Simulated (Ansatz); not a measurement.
Relaxation of Re₂Te₃ with RKS PBE-D4/def2-SVP.

```sh
$ ansatz run in.yaml --threads 4 --pin off --events-out ev --progress --plain --max-ram 4787MiB
```

```yaml
crystal:
  periodic: [false, false, false]
  atoms:
    - {symbol: Re, position_ang: [0.385230, -0.949700, 0.050280]}
    - {symbol: Re, position_ang: [-0.246110, 1.307840, 0.349040]}
    - {symbol: Te, position_ang: [1.784230, -0.627430, 2.101590]}
    - {symbol: Te, position_ang: [-1.696960, 2.911410, -0.848440]}
    - {symbol: Te, position_ang: [-0.226390, -2.642120, -1.652470]}
basis:
  gaussian: {orbitals: def2-SVP}
hamiltonian: {xc: pbe, dispersion: d4}
scf: {lower_state_search: "off"}
output: {orbitals: {seedname: orbitals}}
relax: {f_tol: 0.02, max_steps: 100}
```

Run time 47 s (4 threads of Arm Neoverse V1 on a shared host).

Positions (Å) and forces (eV/Å) at steps 1, 2, 3, 4, 5, 6, 7, 8, 9, 10, 11, 12, 13, 14, 15, 16, 17 of 17:

```xyz
5
step=1 energy=-26143.8943 eV
Re    0.385   -0.950    0.050   -1.042    3.038    0.132
Re   -0.246    1.308    0.349    1.834   -2.940    1.005
Te    1.784   -0.627    2.102   -0.160    0.518    0.052
Te   -1.697    2.911   -0.848   -0.335   -0.233   -0.586
Te   -0.226   -2.642   -1.652   -0.298   -0.383   -0.604
5
step=2 energy=-26144.5065 eV
Re    0.322   -0.844    0.017    0.021   -1.121   -0.556
Re   -0.123    1.226    0.475   -0.164    1.104    0.334
Te    1.739   -0.537    2.087   -0.134    0.557    0.106
Te   -1.673    2.793   -0.876    0.506   -0.894    0.245
Te   -0.265   -2.639   -1.704   -0.229    0.354   -0.129
5
step=3 energy=-26144.8044 eV
Re    0.325   -0.872    0.005    0.022   -0.289   -0.148
Re   -0.060    1.215    0.555    0.103   -0.235    0.060
Te    1.699   -0.396    2.105    0.062    0.377    0.271
Te   -1.607    2.610   -0.879    0.055   -0.266   -0.078
Te   -0.356   -2.556   -1.786   -0.242    0.413   -0.105
5
step=4 energy=-26145.0060 eV
Re    0.367   -0.932    0.029    0.110   -0.261   -0.026
Re   -0.022    1.145    0.580   -0.177   -0.162   -0.266
Te    1.702   -0.270    2.171    0.145    0.137    0.255
Te   -1.579    2.479   -0.912    0.084   -0.221   -0.023
Te   -0.468   -2.422   -1.868   -0.161    0.507    0.060
5
step=5 energy=-26145.1683 eV
Re    0.425   -0.993    0.071   -0.053    0.023   -0.110
Re   -0.019    1.080    0.565    0.023   -0.357   -0.083
Te    1.728   -0.203    2.235    0.013    0.133    0.075
Te   -1.571    2.374   -0.961    0.079   -0.262   -0.059
Te   -0.562   -2.258   -1.910   -0.061    0.462    0.176
5
step=6 energy=-26145.2970 eV
Re    0.465   -1.030    0.101   -0.048   -0.250   -0.241
Re   -0.010    1.021    0.569   -0.032    0.096    0.095
Te    1.746   -0.150    2.280    0.030    0.071    0.058
Te   -1.555    2.240   -1.019    0.069   -0.276   -0.086
Te   -0.646   -2.080   -1.931   -0.019    0.359    0.175
5
step=7 energy=-26145.4040 eV
Re    0.485   -1.044    0.123   -0.090    0.042   -0.092
Re   -0.006    1.000    0.600   -0.006   -0.098    0.020
Te    1.775   -0.133    2.311    0.019    0.044    0.005
Te   -1.539    2.077   -1.097    0.091   -0.255   -0.046
Te   -0.716   -1.900   -1.936   -0.013    0.268    0.112
5
step=8 energy=-26145.4951 eV
Re    0.483   -1.049    0.152   -0.045   -0.135   -0.006
Re   -0.016    0.979    0.644   -0.089    0.074    0.022
Te    1.815   -0.118    2.324    0.036    0.029   -0.050
Te   -1.508    1.902   -1.179    0.085   -0.181   -0.021
Te   -0.774   -1.714   -1.941    0.013    0.212    0.056
5
step=9 energy=-26145.5813 eV
Re    0.435   -1.082    0.217   -0.118   -0.113    0.141
Re   -0.071    0.944    0.709   -0.084    0.023    0.117
Te    1.888   -0.085    2.292   -0.006    0.063   -0.252
Te   -1.453    1.746   -1.263    0.112   -0.075    0.014
Te   -0.799   -1.523   -1.954    0.096    0.101   -0.020
5
step=10 energy=-26145.7023 eV
Re    0.300   -1.145    0.340    0.065   -0.218    0.114
Re   -0.200    0.888    0.829    0.108    0.185    0.168
Te    2.009   -0.021    2.164   -0.607    0.030   -0.733
Te   -1.349    1.629   -1.343    0.163    0.037    0.247
Te   -0.760   -1.352   -1.991    0.271   -0.034    0.203
5
step=11 energy=-26145.8240 eV
Re    0.189   -1.200    0.433    0.083   -0.071   -0.049
Re   -0.298    0.854    0.912    0.149    0.160   -0.005
Te    2.033    0.027    1.977   -0.514   -0.028   -0.425
Te   -1.258    1.624   -1.338    0.084    0.053    0.272
Te   -0.665   -1.305   -1.985    0.199   -0.114    0.207
5
step=12 energy=-26145.8505 eV
Re    0.104   -1.211    0.462    0.063   -0.768   -0.166
Re   -0.352    0.846    0.927   -0.276    0.725    0.114
Te    2.004    0.040    1.820    0.210    0.019    0.089
Te   -1.224    1.778   -1.245    0.033   -0.164   -0.052
Te   -0.532   -1.452   -1.963   -0.031    0.189    0.016
5
step=13 energy=-26145.8518 eV
Re    0.089   -1.232    0.502    0.148   -0.035   -0.001
Re   -0.364    0.847    0.969    0.086    0.069   -0.004
Te    2.026    0.046    1.801   -0.199   -0.048   -0.055
Te   -1.188    1.600   -1.315   -0.090    0.318    0.076
Te   -0.564   -1.261   -1.957    0.055   -0.304   -0.017
5
step=14 energy=-26145.8668 eV
Re    0.101   -1.224    0.494   -0.273    0.028   -0.186
Re   -0.351    0.861    0.968   -0.280   -0.130   -0.303
Te    1.997    0.037    1.790    0.494    0.050    0.242
Te   -1.203    1.662   -1.287    0.025    0.019    0.082
Te   -0.544   -1.335   -1.965    0.034    0.032    0.166
5
step=15 energy=-26145.8796 eV
Re    0.101   -1.228    0.487   -0.027   -0.179   -0.085
Re   -0.364    0.846    0.949   -0.038    0.195    0.000
Te    2.014    0.041    1.803    0.049    0.024    0.039
Te   -1.205    1.690   -1.284    0.009   -0.039    0.050
Te   -0.546   -1.350   -1.955    0.008   -0.002   -0.004
5
step=16 energy=-26145.8777 eV rejected
Re    0.095   -1.226    0.476    0.041    0.269    0.147
Re   -0.356    0.861    0.946    0.112   -0.313   -0.016
Te    2.021    0.039    1.819   -0.136   -0.027   -0.090
Te   -1.213    1.686   -1.278   -0.017    0.044   -0.061
Te   -0.547   -1.359   -1.963   -0.001    0.028    0.020
5
step=17 energy=-26145.8805 eV
Re    0.098   -1.229    0.484   -0.007    0.013    0.002
Re   -0.360    0.851    0.947    0.007   -0.010    0.001
Te    2.016    0.041    1.807   -0.001    0.001   -0.001
Te   -1.208    1.687   -1.282   -0.002   -0.001    0.001
Te   -0.545   -1.350   -1.957    0.003   -0.002   -0.003
```

In the def2 sets Re, Te take a core potential; there is no spin–orbit coupling. The relaxation made no stability test and no search for a lower SCF solution. No other spin state of charge 0 was run. The structure comes from a short search, and lower isomers may exist.
